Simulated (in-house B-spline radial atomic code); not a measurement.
Relativistic effects in the calcium ion Ca⁸⁺, [Ne] 3s2: non-relativistic Hartree-Fock (point nucleus) against Dirac-Hartree-Fock (Fermi nucleus of rms radius 3.4776 fm), both averages of the configuration, computed with a radial B-spline atomic code at the basis-set limit.

| orbital | ε NR (Eh) | ε Dirac (Eh) | <r> NR (bohr) | <r> Dirac (bohr) | change of <r> (%) |
| --- | --- | --- | --- | --- | --- |
| 1s1/2 | -155.68 | ? | 0.07725 | ? | ? |
| 2s1/2 | -22.746 | ? | 0.3599 | ? | ? |
| 2p1/2 | -19.564 | -19.679 | 0.3239 | 0.3215 | -0.8 |
| 2p3/2 | -19.564 | -19.537 | 0.3239 | 0.3238 | 0.0 |
| 3s1/2 | -6.8218 | -6.8522 | 1.011 | 1.007 | -0.5 |

What happens to 2s1/2?

Its energy goes to -22.903 hartree and <r> to 0.3574 bohr (-0.69 %).

What happens to 1s1/2?

Its energy goes to -156.5 hartree and <r> to 0.07672 bohr (-0.69 %).

What explains the pattern of contraction and expansion?

The s and p1/2 orbitals contract directly, as their density near the nucleus moves at relativistic speed. Nothing expands appreciably in this ion.

By how much does the total energy change?

By -2.9358 hartree, from -654.911 to -657.846.
